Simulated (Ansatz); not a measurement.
```yaml
crystal:
  periodic: [false, false, false]
  atoms:
    - {symbol: Zn, position_ang: [1.387314, 0.168113, -0.605100]}
    - {symbol: Zn, position_ang: [-1.245794, 0.681976, -2.663839]}
    - {symbol: Zn, position_ang: [1.245732, -0.683503, 2.660115]}
    - {symbol: Zn, position_ang: [-1.386055, -0.163841, 0.607976]}
    - {symbol: Br, position_ang: [1.084460, 1.691948, -2.419852]}
    - {symbol: Br, position_ang: [-1.085838, -1.690699, 2.420068]}
    - {symbol: Br, position_ang: [0.417952, 1.500896, 1.363461]}
    - {symbol: Br, position_ang: [2.807310, -1.225032, 0.717750]}
    - {symbol: Br, position_ang: [-0.417101, -1.495982, -1.362593]}
    - {symbol: Br, position_ang: [-2.144106, 0.543066, -4.749205]}
    - {symbol: Br, position_ang: [-2.802819, 1.228600, -0.717978]}
    - {symbol: Br, position_ang: [2.138946, -0.555542, 4.749197]}
basis:
  gaussian: {orbitals: ANO-RCC-VTZP, fitting: {mean_field: def2-universal-jkfit}}
total_charge: 1
magnetization: {spin_polarized: true, initial_magnetization: 1}
hamiltonian: {xc: {name: HF}}
scf: {omitted_lower_state_checks: [starts]}
output: {forces: true}
```

```sh
$ ansatz run in.yaml --threads 2 --pin off --events-out ev --progress --plain --max-ram 22528MiB --backend cuda --devices 0, --max-vram 18GiB
```

Shortened log:

```
Functional definition: HF
3184 factors; integrals over basis functions are off by at most 2.7e-1 eV
mean field evaluation 1: about -762267.0128 eV, gradient 2.3e1 eV
mean field evaluation 2: about -762269.7189 eV, gradient 2.0e1 eV
mean field evaluation 4: about -762271.0500 eV, gradient 2.1e0 eV
mean field evaluation 8: about -762271.1196 eV, gradient 2.2e-1 eV
mean field evaluation 16: about -762272.0361 eV, gradient 1.6e-5 eV
mean field -762272.03606936 eV, -28012.9806390055 hartree, gradient 3.2e-6 eV, S^2 0.759154; 0 other end points of the search recorded, 0 dependent functions left out
reference -762272.03606936 eV, -28012.9806390055 hartree; 200, 199 occupied and 380, 381 virtual orbitals, 3184 factors
Total energy: -762272.03606936 eV, -28012.9806390055 hartree
Relativity: scalar
Atom 0 at     1.387314     0.168113    -0.605100 Å, force     0.314151     0.261418    -0.904222 eV/Å
Atom 1 at    -1.245794     0.681976    -2.663839 Å, force    -0.265810     0.192206    -0.556444 eV/Å
Atom 2 at     1.245732    -0.683503     2.660115 Å, force    -1.151593    -0.196161    -2.697296 eV/Å
Atom 3 at    -1.386055    -0.163841     0.607976 Å, force    -0.912304     0.115147    -0.365602 eV/Å
Atom 4 at     1.084460     1.691948    -2.419852 Å, force     0.223047     0.047858     0.099851 eV/Å
Atom 5 at    -1.085838    -1.690699     2.420068 Å, force     0.482739    -0.162049     0.664963 eV/Å
Atom 6 at     0.417952     1.500896     1.363461 Å, force     0.257385     0.024742     0.597713 eV/Å
Atom 7 at     2.807310    -1.225032     0.717750 Å, force     0.196075    -0.196588     0.789140 eV/Å
Atom 8 at    -0.417101    -1.495982    -1.362593 Å, force     0.109733    -0.177543     0.198540 eV/Å
Atom 9 at    -2.144106     0.543066    -4.749205 Å, force    -0.021249    -0.035352    -0.059656 eV/Å
Atom 10 at    -2.802819     1.228600    -0.717978 Å, force    -0.089195     0.014480     0.233212 eV/Å
Atom 11 at     2.138946    -0.555542     4.749197 Å, force     0.857022     0.111841     1.999800 eV/Å
Dipole moment:     1.559661    -0.465153     3.439919 e Å
Checks for a lower state left out: starts
```

Run time 41 s (2 threads of AMD EPYC 7R13 on a shared host and a share (18 GiB) of an NVIDIA H100 80GB HBM3), peak host memory 4.3 GiB.

DK, ANO-RCC and x2c sets are all-electron and run with scalar relativity unless a key says otherwise.

The dipole of an ion depends on the origin.
